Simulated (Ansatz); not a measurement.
Ga3N3H12⁻, a cluster cut from wurtzite GaN (hydrogen-capped). Charge -1, multiplicity 2. Geometry PBE0-D4/def2-SVP, that of the neutral singlet; atoms count from 1.

```xyz
18

N    -0.3054    0.4674   -1.7343
Ga   -1.8671   -0.3287   -0.7535
N    -1.4065    0.1016    1.1536
Ga    1.5771   -0.0760   -1.2920
N     1.6610    0.3254    0.6744
Ga    0.3404   -0.4863    1.9519
H    -0.4388    0.2006   -2.7130
H    -0.3823    1.4860   -1.7478
H    -3.1262    0.5544   -1.1218
H    -1.8043   -1.8862   -0.9268
H    -1.5579    1.0955    1.3351
H    -2.1268   -0.3603    1.7145
H     2.5256    0.9698   -2.0044
H     1.6875   -1.6299   -1.4738
H     1.7185    1.3343    0.8239
H     2.5752   -0.0180    0.9795
H     0.4332   -2.0462    1.8173
H     0.4967    0.2968    3.3169
```

The highest occupied level of the charge -1 doublet lies above zero (up to 2.90 eV). By energy differences it is unbound by 1.56 eV (vertical, to the charge 0 singlet, at PBE0-D4/def2-SVP) and held by the finite basis.

**Question.** Estimate the Mulliken populations from the PBE0/def2-SVP orbitals of Ansatz.

**Answer.** 
```csv
atom,charge (e),spin (α − β)
N1,-0.37,-0.04
Ga2,-0.04,0.49
N3,-0.33,-0.06
Ga4,0.30,0.08
N5,-0.37,-0.04
Ga6,-0.04,0.49
H7,0.12,0.03
H8,0.11,0.04
H9,-0.15,-0.02
H10,-0.13,-0.03
H11,0.12,0.03
H12,0.14,0.02
H13,-0.17,0.00
H14,-0.15,0.00
H15,0.11,0.04
H16,0.12,0.03
H17,-0.13,-0.03
H18,-0.15,-0.02
```
Mulliken values and Mayer orders depend strongly on the basis.

**Question.** Where does the spin sit?

**Answer.** Summed by element: N -0.15, Ga 1.06, H 0.09, of 1 unpaired in all. Largest on single atoms: Ga2 0.49, Ga6 0.49, Ga4 0.08.

**Question.** And the Mayer bond orders between bonded heavy atoms (over 0.3)?

**Answer.** N1–Ga2 0.54 (2.01 Å); N1–Ga4 0.65 (2.01 Å); Ga2–N3 0.56 (2.01 Å); N3–Ga6 0.56 (2.01 Å); Ga4–N5 0.65 (2.01 Å); N5–Ga6 0.54 (2.01 Å). Values over 0.3 also appear between atoms too far apart for a bond (Ga2–Ga6 0.34 at 3.50 Å); they arise where an orbital or an unpaired electron spreads over both atoms.
